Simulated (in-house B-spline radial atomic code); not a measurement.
## Ionising the nickel ion Ni⁵⁺ with different functionals

Computed with a radial B-spline atomic code at the basis-set limit: four-component Dirac-Coulomb Hamiltonian, Fermi nucleus of rms radius 3.7757 fm, spin-restricted, spherical fractional occupations for the functionals, and exact exchange of hybrids averaged over the configuration. The ionisation energy is the difference of two self-consistent energies, [Ar] 3d5 → [Ar] 3d4, without Breit or QED terms; ε is the level of the shell that loses the electron (mean over j). The electron is taken from both j subshells in proportion to 2j + 1, so the result is a j average, not the step between ground levels.

```json
{"method": "B3LYP", "rung": "global hybrid", "ΔSCF (eV)": "?", "-ε(3d) (eV)": "?"}
{"method": "wB97X", "rung": "range-separated hybrid", "ΔSCF (eV)": "104.62", "-ε(3d) (eV)": "97.94"}
{"method": "CAM-B3LYP", "rung": "range-separated hybrid", "ΔSCF (eV)": "105.03", "-ε(3d) (eV)": "97.34"}
{"method": "HSE06", "rung": "range-separated hybrid", "ΔSCF (eV)": "?", "-ε(3d) (eV)": "?"}
```

Problem. What does B3LYP give?

Solution. ΔSCF 105.07 eV, and -ε(3d) = 95.32 eV.

Problem. What does HSE06 give?

Solution. ΔSCF 104.86 eV, and -ε(3d) = 95.45 eV.

Problem. Among the functionals, which spreads more, the ΔSCF values or the orbital energies?

Solution. The orbital energies: ΔSCF values span about 0.45 eV and the orbital energies 2.62 eV; here energy differences depend much less on the functional than eigenvalues do.

Problem. How do they compare with the NIST value?

Solution. NIST lists 108 eV ± 1 (semi-empirical, ground level to ground level). Errors run from -3.38 to -2.93 eV. The correlated functionals all miss on the same side by more than they spread, so the cause is common to them (Breit-QED terms, spin polarisation, the choice among j levels, multiplet and fine-structure energies, or a listed next ion that isn't the cheapest removal here) and closeness doesn't rank the functionals.
